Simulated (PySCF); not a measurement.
## Basis and Hamiltonian dependence of the excitation energy of V²⁺

V²⁺ [Ar] 3d3 (4F) → V²⁺ [Ar] 3d2 4p1 (high-spin determinant). Calculated with PySCF 2.14 from differences of total energies of unrestricted determinants, without spin-orbit coupling. Values in eV.

| basis | Hamiltonian | functions | UHF | r2SCAN | PBE0 | MP2 (valence) | CCSD(T) (valence) |
| --- | --- | --- | --- | --- | --- | --- | --- |
| ANO-RCC-VTZP | spin-free X2C | 59 | 10.286 | 10.925 | 10.729 | 10.542 | n/a |
| aug-cc-pVDZ-DK | spin-free X2C | 59 | 10.475 | 11.238 | 11.067 | 10.681 | n/a |
| aug-cc-pVDZ | non-relativistic | 59 | 10.716 | 11.471 | 11.296 | 10.920 | 10.925 |
| x2c-TZVPPall | spin-free X2C | 64 | 10.167 | 10.822 | 10.629 | 10.401 | n/a |
| def2-TZVPPD | non-relativistic | 67 | 10.372 | 11.021 | 10.829 | 10.606 | 10.596 |
| x2c-TZVPPall with one added diffuse shell each of s, p, d, f type | spin-free X2C | 80 | 10.165 | 10.816 | 10.627 | 10.399 | n/a |
| def2-QZVPPD | non-relativistic | 93 | 10.393 | 11.057 | 10.875 | 10.658 | 10.650 |
| aug-cc-pVTZ | non-relativistic | 93 | 10.381 | 11.030 | 10.844 | 10.623 | 10.613 |
| x2c-QZVPPall | spin-free X2C | 96 | 10.184 | 10.852 | 10.674 | 10.449 | n/a |
| dyall-av2z | non-relativistic | 101 | 10.482 | 11.167 | 10.971 | 10.697 | 10.689 |
| aug-cc-pVTZ with one added diffuse shell each of s, p, d, f, g type | non-relativistic | 118 | 10.381 | 11.029 | 10.844 | 10.623 | n/a |
| x2c-QZVPPall with one added diffuse shell each of s, p, d, f, g type | spin-free X2C | 121 | 10.184 | 10.850 | 10.673 | 10.448 | n/a |
| aug-cc-pwCVTZ | non-relativistic | 127 | 10.373 | 11.032 | 10.844 | 10.641 | n/a |
| aug-cc-pVQZ-DK | spin-free X2C | 140 | 10.168 | 10.830 | 10.643 | 10.435 | n/a |

Frozen in the all-electron rows: valence: [Ar].

At UHF, aug-cc-pVDZ lies more than 0.3 eV from the median of the rows with comparable relativity.

One determinant mixes LS terms of the configuration, so the numbers do not refer to single terms. Non-relativistic rows lack the scalar-relativistic shift.
